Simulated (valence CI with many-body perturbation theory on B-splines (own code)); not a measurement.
**E1 transitions of Ca¹⁵⁺**

Calculated by configuration interaction combined with many-body perturbation theory (CI+MBPT): three valence electrons over a frozen Dirac-Fock core [He], radial functions for each j: 11 s, 11 p, 10 d, 8 f, 5 g, 2 h, with the one-electron correlation potential Σ1 (screened to all orders), the two-electron term Σ2, the three-electron term Σ3, Breit, model QED; selected single and double excitations, second order for the rest, scaled by the run's own slope (own B-spline code, finite nucleus).

No measured levels were compared; by estimate levels of excited configurations hold to 0.05 to 0.15 % of their energy, terms of the ground configuration to about 0.5 %.

Lines 1 to 50 of 560 in falling wavelength, among levels below 816.83 eV, chosen from the strongest by gf and those to the six lowest levels. Wavelengths and rates use the calculated energies, so an error of 500 cm⁻¹ moves a line at 430.8 nm by 2.2 % and its rate by three times that or more. Electric multipoles are in the length gauge, E1 and E2 with the static RPA response of the core. Weak lines are less certain than strong ones. Lines between different terms over intervals too small for the method are left out, as are lines whose strength nearly cancels. Where a level lies close to another of its J and parity, the split of strength between their lines is uncertain. The highest levels of a list are the least certain.

Names give the largest LS component (configuration and term), which can be under half, so a name can repeat, a term be missing and a line seem to break the LS rules; names also repeat where a configuration has a term twice. Letters in brackets count levels of one name in rising energy.

| λ vac (nm) | Upper | Lower | A (s⁻¹) | S (a.u.) |
| --- | --- | --- | --- | --- |
| 430.8 | 2s 2p 4f 4F_7/2 [b] | 2s 2p 4d 4D°_5/2 | 6.06e+06 | 1.91e+00 |
| 390.4 | 2s2 4f 2F°_7/2 | 2s2 4d 2D_5/2 | 1.44e+07 | 3.39e+00 |
| 386.9 | 2s 2p 4f 4F_9/2 [b] | 2s 2p 4d 4D°_7/2 | 1.09e+07 | 3.12e+00 |
| 380.3 | 2s2 4f 2F°_5/2 | 2s2 4d 2D_3/2 | 1.46e+07 | 2.37e+00 |
| 365.1 | 2s 2p 4f 4F_7/2 [a] | 2s 2p 4d 4F°_5/2 | 1.21e+07 | 2.33e+00 |
| 359.3 | 2s 2p 4f 4F_9/2 [a] | 2s 2p 4d 4F°_7/2 | 1.68e+07 | 3.85e+00 |
| 317.0 | 2s 2p 4f 4G_5/2 [a] | 2s 2p 4d 4F°_3/2 | 2.18e+07 | 2.06e+00 |
| 284.2 | 2s 2p 4f 4G_11/2 | 2s 2p 4d 4F°_9/2 | 3.80e+07 | 5.16e+00 |
| 262.6 | 2s 2p 4d 2P°_3/2 | 2s 2p 4p 2S_1/2 [a] | 3.31e+07 | 1.18e+00 |
| 254.7 | 2s 2p 4d 4F°_9/2 | 2s 2p 4p 4D_7/2 | 7.88e+07 | 6.43e+00 |
| 254.6 | 2s 2p 4d 4D°_7/2 | 2s 2p 4p 4P_5/2 | 4.95e+07 | 3.22e+00 |
| 247.4 | 2s 2p 4p 4P_3/2 | 2s 2p 4s 2P°_3/2 [a] | 4.14e+07 | 1.24e+00 |
| 246.5 | 2s 2p 4d 4F°_7/2 | 2s 2p 4p 4D_5/2 | 8.55e+07 | 5.06e+00 |
| 238.0 | 2s 2p 4d 4F°_5/2 | 2s 2p 4p 4D_3/2 | 8.69e+07 | 3.47e+00 |
| 236.1 | 2s 2p 4d 4D°_5/2 | 2s 2p 4p 4P_5/2 | 5.03e+07 | 1.96e+00 |
| 235.4 | 2s 2p 4d 2F°_7/2 [b] | 2s 2p 4p 2D_5/2 [b] | 9.66e+07 | 4.98e+00 |
| 230.3 | 2s 2p 4d 4P°_3/2 | 2s 2p 4p 4S_3/2 | 4.26e+07 | 1.03e+00 |
| 224.7 | 2s 2p 4d 4F°_3/2 | 2s 2p 4p 4D_1/2 | 8.70e+07 | 1.95e+00 |
| 224.4 | 2s2 4d 2D_5/2 | 2s2 4p 2P°_3/2 | 1.14e+08 | 3.81e+00 |
| 222.5 | 2s 2p 4d 2D°_3/2 [b] | 2s 2p 4p 2P_1/2 [b] | 6.56e+07 | 1.43e+00 |
| 222.0 | 2s 2p 4d 2F°_5/2 [c] | 2s 2p 4p 2D_3/2 [b] | 1.01e+08 | 3.28e+00 |
| 217.8 | 2s 2p 4d 4P°_5/2 | 2s 2p 4p 2P_3/2 [a] | 9.47e+07 | 2.90e+00 |
| 217.2 | 2s 2p 4d 4D°_7/2 | 2s 2p 4p 4D_7/2 | 4.30e+07 | 1.74e+00 |
| 216.4 | 2s 2p 4d 2P°_1/2 | 2s 2p 4p 2S_1/2 [a] | 9.86e+07 | 9.86e-01 |
| 210.2 | 2s2 4d 2D_3/2 | 2s2 4p 2P°_1/2 | 1.15e+08 | 2.12e+00 |
| 210.0 | 2s 2p 4d 2F°_5/2 [a] | 2s 2p 4p 2D_3/2 [a] | 1.22e+08 | 3.35e+00 |
| 209.2 | 2s 2p 4p 4D_1/2 | 2s 2p 4s 4P°_1/2 | 1.18e+08 | 1.06e+00 |
| 199.7 | 2s 2p 4d 2F°_5/2 [b] | 2s 2p 4p 4S_3/2 | 6.75e+07 | 1.59e+00 |
| 199.3 | 2s 2p 4p 2D_3/2 [b] | 2s 2p 4s 2P°_3/2 [b] | 6.27e+07 | 9.80e-01 |
| 196.6 | 2s 2p 4p 2D_3/2 [b] | 2s 2p 4s 2P°_1/2 [b] | 9.46e+07 | 1.42e+00 |
| 195.4 | 2s 2p 4p 2D_3/2 [a] | 2s 2p 4s 2P°_1/2 [a] | 1.19e+08 | 1.75e+00 |
| 194.1 | 2s 2p 4d 2F°_7/2 [a] | 2s 2p 4p 2D_5/2 [a] | 1.73e+08 | 5.00e+00 |
| 193.7 | 2s 2p 4p 2P_3/2 [a] | 2s 2p 4s 4P°_3/2 | 7.40e+07 | 1.06e+00 |
| 191.3 | 2s 2p 4d 2D°_3/2 [a] | 2s 2p 4p 2P_1/2 [a] | 1.01e+08 | 1.39e+00 |
| 189.9 | 2s2 4p 2P°_1/2 | 2s2 4s 2S_1/2 | 1.81e+08 | 1.22e+00 |
| 189.7 | 2s 2p 4p 2D_5/2 [b] | 2s 2p 4s 2P°_3/2 [b] | 1.76e+08 | 3.57e+00 |
| 189.5 | 2s 2p 4p 4D_7/2 | 2s 2p 4s 4P°_5/2 | 1.82e+08 | 4.89e+00 |
| 187.7 | 2s 2p 4d 2F°_5/2 [b] | 2s 2p 4p 4P_3/2 | 6.28e+07 | 1.23e+00 |
| 182.5 | 2s 2p 4p 2D_5/2 [a] | 2s 2p 4s 2P°_3/2 [a] | 1.94e+08 | 3.50e+00 |
| 181.1 | 2s 2p 4p 4D_3/2 | 2s 2p 4s 4P°_1/2 | 1.43e+08 | 1.68e+00 |
| 180.6 | 2s 2p 4p 4D_5/2 | 2s 2p 4s 4P°_3/2 | 2.07e+08 | 3.61e+00 |
| 177.9 | 2s 2p 4p 2P_3/2 [b] | 2s 2p 4s 2P°_3/2 [b] | 1.36e+08 | 1.51e+00 |
| 175.9 | 2s2 4p 2P°_3/2 | 2s2 4s 2S_1/2 | 2.28e+08 | 2.45e+00 |
| 175.8 | 2s 2p 4p 2P_3/2 [b] | 2s 2p 4s 2P°_1/2 [b] | 9.20e+07 | 9.87e-01 |
| 174.6 | 2s 2p 4p 4P_3/2 | 2s 2p 4s 4P°_5/2 | 1.01e+08 | 1.07e+00 |
| 168.0 | 2s 2p 4p 4P_5/2 | 2s 2p 4s 4P°_5/2 | 2.48e+08 | 3.48e+00 |
| 166.8 | 2s 2p 4p 2S_1/2 [b] | 2s 2p 4s 2P°_1/2 [b] | 1.63e+08 | 7.45e-01 |
| 165.4 | 2s 2p 4p 4S_3/2 | 2s 2p 4s 4P°_5/2 | 1.51e+08 | 1.35e+00 |
| 162.6 | 2s 2p 4p 4P_1/2 | 2s 2p 4s 4P°_3/2 | 2.70e+08 | 1.14e+00 |
| 161.2 | 2s 2p 4p 2P_3/2 [a] | 2s 2p 4s 4P°_1/2 | 8.49e+07 | 7.02e-01 |
